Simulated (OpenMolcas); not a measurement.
Pt4+ among 5 point charges of -1 e arranged as a trigonal bipyramid (D3h), 2.26 Å from the ion, with the axial distance 2.305 Å.

| Property | Result |
| --- | --- |
| Program | OpenMolcas |
| Method | SS-CASPT2, IPEA 0.25 Eh, imaginary shift 0.1 Eh (closed shells correlated: 4f 5s 5p) |
| Basis | ANO-RCC-VDZP [7s6p4d2f] |
| Scalar Hamiltonian | DKH2, point nucleus |
| Active space | 6 electrons in 5 orbitals (5d) |
| State averaging | 2S+1 = 5 even, 5 roots; 2S+1 = 3 even, 45 roots; 2S+1 = 1 even, 50 roots |
| Spin-orbit coupling | RASSI with atomic mean-field integrals over the reference wave functions |

(1) What is the spin-free ground state (labels of D3, the rotations of D3h)?

(2) Where is the first state of the same spin?

(3) What are the lowest two levels with spin-orbit coupling?

(4) What is χT at 300 K?

Results:

(1) 5E, 2-fold in its orbital part, 100 % from free-ion D terms; it has the highest spin that d6 allows.

(2) 5E at 48.6 cm-1 above the ground state. The two act as a nearly degenerate pair, with unquenched orbital momentum.

(3) A 2-fold level E with g = 0.00, 0.00, 11.48, then a 1-fold level A1 250 cm-1 above it. Their leading multiplicities are 5 (78 %) and 5 (80 %).

(4) 4.98 cm3 K/mol.

Roots that are degenerate in the reference are averaged as groups; the widest CASPT2 spread within a group is 110 cm-1 (the 2-fold group of multiplicity 5 near 48.6 cm-1 above the lowest state of its run). Shifts and gaps below about the spread of the groups concerned are not significant. An orbital doublet at a regular site is open to a Jahn-Teller distortion, which this geometry leaves out. Point charges give a weaker field than real ligands, and real ions of this kind are as a rule low spin; the high spin found here belongs to the model. The ground term spreads over less than 5000 cm-1, several times less than with real ligands, so orbital moments are less quenched and χT lies further from the spin-only value than at real sites. Free-ion shares, where given, are those of the reference states; single-state CASPT2 does not remix them. This is an electrostatic model: the charges have no orbitals. No measured value stands beside these numbers.

With an even number of electrons the g values are those of a degenerate or nearly degenerate non-Kramers pair.
